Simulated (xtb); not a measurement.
xtb input (GFN2-xTB):

```bash
xtb mol.xyz --gfn 2 --sp --chrg 0 --uhf 0
```
mol.xyz:
```
5

Cl     1.79995706     0.12276470    -0.02117283
Sn    -0.55078277    -0.03756572     0.00647884
H     -1.13233856     1.49583668    -0.45789123
H     -0.97567619    -0.44516860     1.60600849
H     -0.95211665    -1.25938202    -1.11212104
```

Output:

```
           -------------------------------------------------
          |                Calculation Setup                |
           -------------------------------------------------

           -------------------------------------------------
          |                 G F N 2 - x T B                 |
           -------------------------------------------------

        Reference                      10.1021/acs.jctc.8b01176
      * Hamiltonian:
        H0-scaling (s, p, d)           1.850000    2.230000    2.230000
        zeta-weighting                 0.500000
      * Dispersion:
        s8                             2.700000
        a1                             0.520000
        a2                             5.000000
        s9                             5.000000
      * Repulsion:
        kExp                           1.500000    1.000000
        rExp                           1.000000
      * Coulomb:
        alpha                          2.000000
        third order                    shell-resolved
        anisotropic                    true
        a3                             3.000000
        a5                             4.000000
        cn-shift                       1.200000
        cn-exp                         4.000000
        max-rad                        5.000000

          ...................................................
          :                      SETUP                      :
          :.................................................:
          :  # basis functions                  23          :
          :  # atomic orbitals                  21          :
          :  # shells                            9          :
          :  # electrons                        14          :
          :  max. iterations                   250          :
          :  Hamiltonian                  GFN2-xTB          :
          :  restarted?                      false          :
          :  GBSA solvation                  false          :
          :  PC potential                    false          :
          :  electronic temp.          300.0000000     K    :
          :  accuracy                    1.0000000          :
          :  -> integral cutoff          0.2500000E+02      :
          :  -> integral neglect         0.1000000E-07      :
          :  -> SCF convergence          0.1000000E-05 Eh   :
          :  -> wf. convergence          0.1000000E-03 e    :
          :  Broyden damping             0.4000000          :
          :  net charge                          0          :
          :  unpaired electrons                  0          :
          ...................................................

 iter      E             dE          RMSdq      gap      omega  full diag
   1     -8.1748954 -0.817490E+01  0.480E+00    5.30       0.0  T
   2     -8.1843933 -0.949793E-02  0.584E+00    5.56       1.0  T
   3     -8.1986634 -0.142701E-01  0.237E+00    5.38       1.0  T
   4     -8.1997325 -0.106910E-02  0.852E-01    5.20       1.0  T
   5     -8.1997270  0.551475E-05  0.690E-01    5.22       1.0  T
   6     -8.1998285 -0.101544E-03  0.128E-01    5.27       1.0  T
   7     -8.1998407 -0.121704E-04  0.366E-02    5.26       1.2  T
   8     -8.1998415 -0.859831E-06  0.189E-02    5.26       2.4  T
   9     -8.1998419 -0.376631E-06  0.447E-02    5.26       1.0  T
  10     -8.1998422 -0.301056E-06  0.191E-03    5.26      23.4  T
  11     -8.1998422 -0.848425E-09  0.653E-04    5.26      68.5  T
  12     -8.1998422 -0.551008E-10  0.535E-06    5.26    8355.0  T

   *** convergence criteria satisfied after 12 iterations ***

         #    Occupation            Energy/Eh            Energy/eV
      -------------------------------------------------------------
         1        2.0000           -1.0436790             -28.3999
         2        2.0000           -0.7852094             -21.3666
         3        2.0000           -0.4635028             -12.6126
         4        2.0000           -0.4635028             -12.6126
         5        2.0000           -0.4515604             -12.2876
         6        2.0000           -0.4227848             -11.5046
         7        2.0000           -0.4227848             -11.5046 (HOMO)
         8                         -0.2294188              -6.2428 (LUMO)
         9                         -0.1679926              -4.5713
        10                         -0.1615278              -4.3954
        11                         -0.1615278              -4.3954
        12                         -0.0638404              -1.7372
       ...                                ...                  ...
        21                          0.5584555              15.1963
      -------------------------------------------------------------
                  HL-Gap            0.1933660 Eh            5.2618 eV
             Fermi-level           -0.3261018 Eh           -8.8737 eV

 SCC (total)                   0 d,  0 h,  0 min,  0.002 sec
 SCC setup                      ...        0 min,  0.000 sec (  2.538%)
 Dispersion                     ...        0 min,  0.000 sec (  0.823%)
 classical contributions        ...        0 min,  0.000 sec (  0.432%)
 integral evaluation            ...        0 min,  0.000 sec ( 18.023%)
 iterations                     ...        0 min,  0.001 sec ( 54.711%)
 molecular gradient             ...        0 min,  0.000 sec ( 20.760%)
 printout                       ...        0 min,  0.000 sec (  2.491%)

         :::::::::::::::::::::::::::::::::::::::::::::::::::::
         ::                     SUMMARY                     ::
         :::::::::::::::::::::::::::::::::::::::::::::::::::::
         :: total energy              -8.190313309281 Eh    ::
         :: gradient norm              0.019675769467 Eh/a0 ::
         :: HOMO-LUMO gap              5.261756935596 eV    ::
         ::.................................................::
         :: SCC energy                -8.199841721535 Eh    ::
         :: -> isotropic ES            0.005246720791 Eh    ::
         :: -> anisotropic ES          0.000190606965 Eh    ::
         :: -> anisotropic XC          0.000796524291 Eh    ::
         :: -> dispersion             -0.002165077864 Eh    ::
         :: repulsion energy           0.009528412254 Eh    ::
         :: add. restraining           0.000000000000 Eh    ::
         :: total charge              -0.000000000000 e     ::
         :::::::::::::::::::::::::::::::::::::::::::::::::::::

           -------------------------------------------------
          |                Property Printout                |
           -------------------------------------------------

    * Orbital Energies and Occupations

         #    Occupation            Energy/Eh            Energy/eV
      -------------------------------------------------------------
         1        2.0000           -1.0436790             -28.3999
         2        2.0000           -0.7852094             -21.3666
         3        2.0000           -0.4635028             -12.6126
         4        2.0000           -0.4635028             -12.6126
         5        2.0000           -0.4515604             -12.2876
         6        2.0000           -0.4227848             -11.5046
         7        2.0000           -0.4227848             -11.5046 (HOMO)
         8                         -0.2294188              -6.2428 (LUMO)
         9                         -0.1679926              -4.5713
        10                         -0.1615278              -4.3954
        11                         -0.1615278              -4.3954
        12                         -0.0638404              -1.7372
        13                         -0.0638404              -1.7372
        14                          0.0343434               0.9345
Note: The following floating-point exceptions are signalling: IEEE_UNDERFLOW_FLAG IEEE_DENORMAL
normal termination of xtb
        15                          0.0343434               0.9345
        16                          0.0364818               0.9927
        17                          0.0364818               0.9927
        18                          0.0540418               1.4706
       ...                                ...                  ...
        21                          0.5584555              15.1963
      -------------------------------------------------------------
                  HL-Gap            0.1933660 Eh            5.2618 eV
             Fermi-level           -0.3261018 Eh           -8.8737 eV

     #   Z          covCN         q      C6AA      α(0)
     1  17 Cl       0.805    -0.232   106.387    15.779
     2  50 Sn       3.582     0.176   326.765    33.020
     3   1 H        0.926     0.019     2.753     2.595
     4   1 H        0.926     0.019     2.753     2.595
     5   1 H        0.926     0.019     2.753     2.595

 Mol. C6AA /au·bohr⁶  :       1107.021760
 Mol. C8AA /au·bohr⁸  :      81644.457505
 Mol. α(0) /au        :         56.583436

Wiberg/Mayer (AO) data.
largest (>0.10) Wiberg bond orders for each atom

 ---------------------------------------------------------------------------
     #   Z sym  total        # sym  WBO       # sym  WBO       # sym  WBO
 ---------------------------------------------------------------------------
     1  17 Cl   1.207 --     2 Sn   0.977
     2  50 Sn   3.035 --     1 Cl   0.977     5 H    0.686     4 H    0.686
                             3 H    0.686
     3   1 H    1.000 --     2 Sn   0.686     4 H    0.119     5 H    0.119
     4   1 H    1.000 --     2 Sn   0.686     3 H    0.119     5 H    0.119
     5   1 H    1.000 --     2 Sn   0.686     3 H    0.119     4 H    0.119
 ---------------------------------------------------------------------------

Topologies differ in total number of bonds
Writing topology from bond orders to xtbtopo.mol

molecular dipole:
                 x           y           z       tot (Debye)
 q only:       -1.081      -0.074       0.013
   full:       -0.929      -0.063       0.011       2.366
molecular quadrupole (traceless):
                xx          xy          yy          xz          yz          zz
 q only:       -2.548      -0.261       1.265       0.045       0.003       1.283
  q+dip:       -2.496      -0.256       1.239       0.044       0.003       1.256
   full:       -2.310      -0.237       1.147       0.041       0.003       1.163

           -------------------------------------------------
          | TOTAL ENERGY               -8.190313309281 Eh   |
          | GRADIENT NORM               0.019675769467 Eh/α |
          | HOMO-LUMO GAP               5.261756935596 eV   |
           -------------------------------------------------

------------------------------------------------------------------------
------------------------------------------------------------------------
 total:
 SCF:
```
